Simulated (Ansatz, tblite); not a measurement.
Isomers of As5P4⁻ (singlet), found by a short tight-binding search and relaxed with PBE-D4/def2-SVP in Ansatz.

The xTB rows come from tblite.

Other spin states weren't relaxed.

A:

```
atom   x (Å)   y (Å)   z (Å)
  P1  -0.129  -2.223  -1.074
  P2   1.857  -1.280  -0.624
  P3  -1.705  -0.859  -0.134
  P4   0.693  -0.536  -2.375
 As5  -0.977   0.950  -1.454
 As6   1.470   0.234   1.230
 As7  -0.907   1.982   2.229
 As8  -0.747  -0.464   2.019
 As9   0.445   2.197   0.181
```

B:

```xyz
9

P    -0.817   -1.339    0.475
P    -2.477    1.334    1.536
P     1.359   -1.679    0.095
P    -0.830    0.079    2.351
As    2.441    0.393   -0.247
As   -0.235    1.937    1.002
As    0.449   -1.722   -2.089
As   -1.470    0.636   -0.689
As    1.580    0.360   -2.435
```

**Question.** Estimate their order by electronic energy at PBE0-D4/def2-TZVPD, counted from the lowest.

**Answer.** A (0.0) < B (126.7), in kJ/mol.

**Question.** Do the other levels pick the same lowest one?

**Answer.** All that were run do. Energies above each level's lowest (kJ/mol):

```json
{"level": "GFN1-xTB", "A": "0.0", "B": "127.0"}
{"level": "GFN2-xTB", "A": "0.0", "B": "112.6"}
{"level": "PBE-D4/def2-TZVPD", "A": "0.0", "B": "105.3"}
{"level": "r2SCAN-D4/def2-TZVPD", "A": "0.0", "B": "114.7"}
{"level": "PBE0-D4/def2-TZVPD", "A": "0.0", "B": "126.7"}
```
Point groups (tolerance 0.1 Å): A not assigned, B not assigned. Lower isomers may exist.
